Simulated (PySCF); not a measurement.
**SMILES C#C/C=C/[C@@H]1C[C@H]1C#C, C₉H₈**

Geometry (Å), atoms numbered from 1 in this order:
```xyz
17

C     4.3152    0.6610   -0.5854
C     3.2023    0.7195   -0.1364
C     1.8987    0.8028    0.3876
C     0.9721   -0.1380    0.1886
C    -0.3939   -0.0629    0.7057
C    -1.1412   -1.3234    1.0456
C    -1.5334   -0.5528   -0.1806
C    -2.7537    0.1838   -0.1985
C    -3.7745    0.8116   -0.2004
H     5.2862    0.6096   -0.9785
H     1.6781    1.6896    0.9689
H     1.2181   -1.0152   -0.3967
H    -0.6089    0.8087    1.3133
H    -1.8079   -1.2997    1.8941
H    -0.6351   -2.2672    0.9067
H    -1.2571   -0.9695   -1.1427
H    -4.6717    1.3541   -0.2144
```

Computed with GIAO KT3/pcSseg-1 magnetisability, rotational g tensor and spin-rotation constants, non-relativistic, gas phase (PySCF 2.14.0). Geometry: GFN2-xTB.

Q: How diamagnetic is it, and how anisotropic?

A: Isotropic -1390 × 10⁻³⁰ J/T², or -83.7 × 10⁻⁶ cm³/mol; principal values -1535, -1375, -1259 × 10⁻³⁰ J/T², anisotropy 240 × 10⁻³⁰ J/T² (root of half the summed squared differences of the principal values). The susceptibility is in cgs units.

Q: Split it along the inertial axes a, b, c into diamagnetic and paramagnetic parts about the centre of mass, with the quadrupole moment.

A: 
| axis | χ (10⁻⁶ cm³/mol) | diamagnetic (10⁻⁶ cm³/mol) | paramagnetic (10⁻⁶ cm³/mol) | summed x² of all electrons (Å²) | quadrupole Θ (D Å) |
| --- | --- | --- | --- | --- | --- |
| a | -89.2 | -338.2 | 249.0 | 428.5 | +1.63 |
| b | -82.0 | -1930.3 | 1848.4 | 53.3 | -2.01 |
| c | -79.9 | -2044.0 | 1964.1 | 26.5 | +0.38 |

Anisotropies 2χaa − χbb − χcc = -16.5 and 2χbb − χaa − χcc = +5.2 × 10⁻⁶ cm³/mol. Θ is traceless in Buckingham's convention.

Q: And the rotational g tensor?

A: 
| axis | rotational constant (GHz) | g | nuclear part | electronic part |
| --- | --- | --- | --- | --- |
| a | 5.4401 | -0.0077 | 0.6286 | -0.6363 |
| b | 0.6332 | -0.0024 | 0.5475 | -0.5499 |
| c | 0.5969 | -0.0032 | 0.5475 | -0.5507 |

Asymmetric top; isotopes 12C, 1H; no vibrational averaging.
